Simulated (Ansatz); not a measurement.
`NN([SiH3])[SiH3]` + `BO` → `BO[SiH3]` + `NN[SiH3]`  (ligand exchange at the Si–N bond)

Computed with Ansatz on PBE0-D4/def2-TZVP structures; ΔE is electronic, products minus reactants. CBS: MP2 limit from def2 TZ/QZ plus the TZ coupled-cluster correction, frozen cores. This one scheme is used for every species. Functionals use def2-TZVPP. HSE06 is defined as in plane-wave codes. Each species was taken in one conformer, which may not be the lowest.

`NN([SiH3])[SiH3]`:

Cartesian coordinates in Å:
```
N -1.491 -0.065 0.537
N -0.136 -0.042 0.072
Si 0.343 1.277 -0.935
Si 0.723 -1.418 0.672
H -1.684 0.771 1.079
H -2.127 -0.086 -0.254
H 1.771 1.107 -1.300
H 0.144 2.570 -0.220
H -0.503 1.322 -2.162
H 0.102 -2.686 0.203
H 0.747 -1.430 2.158
H 2.112 -1.320 0.150
```

`BO`:

Z-matrix (Å, degrees):
```
B
O 1 1.348
H 1 1.196 2 116.8
H 1 1.202 2 120.7 3 -180.0
H 2 0.961 1 113.5 3 180.0
```

`BO[SiH3]`:

```xyz
8

B     0.040   -1.356    0.777
O     0.024   -0.643   -0.365
Si   -0.029    0.987   -0.663
H     0.014   -0.790    1.840
H     0.081   -2.551    0.695
H    -0.066    1.740    0.617
H    -1.246    1.266   -1.461
H     1.181    1.348   -1.440
```

`NN[SiH3]`:

```xyz
9

N     0.070    1.076   -1.206
N     0.155   -0.244   -0.725
Si   -0.063   -0.666    0.922
H    -0.806    1.505   -0.927
H     0.832    1.631   -0.835
H     0.182   -0.917   -1.470
H    -1.393   -0.236    1.448
H     0.962   -0.005    1.780
H     0.061   -2.144    1.013
```

| level | ΔE (kJ/mol) |
| --- | --- |
| LDA (SPW92) | -20.8 |
| HSE06 | -27.2 |
| CCSD/def2-TZVPP | -27.0 |
| MP2/def2-QZVPP | -24.3 |

(1) What does CCSD(T)/CBS give? (An estimate is asked.)

(2) What do rigid-rotor, harmonic-oscillator terms from PBE0-D4/def2-TZVP frequencies (298.15 K, 1 bar) make of the CCSD(T)/CBS value? (An estimate is asked.)

Largest T1 diagnostic among the species: 0.014.

## Answers

(1) Computed: -25.4 kJ/mol. The listed levels differ from it by 4.6, -1.8, -1.6, 1.1 kJ/mol.

(2) Computed: ΔZPE = -0.5 kJ/mol, ΔH = -25.1 kJ/mol, ΔS = 19 J/(mol·K), ΔG = -30.8 kJ/mol.

The D4 term adds +7.5 kJ/mol with B3LYP and +4.1 kJ/mol with PBE0; it sums over pairs of atoms, weighted by their polarisabilities, and B3LYP, whose exchange is more repulsive, gets the larger term. At CCSD(T), def2-SVP lies +14.3 kJ/mol from the extrapolated value and def2-TZVPP +2.0 kJ/mol. From PBE to PBE0 (25 % exact exchange), in def2-TZVPP and without D4, ΔE moves by −3.4 kJ/mol.

B3LYP here is the variant with VWN-RPA as its local correlation; programs differ in this.
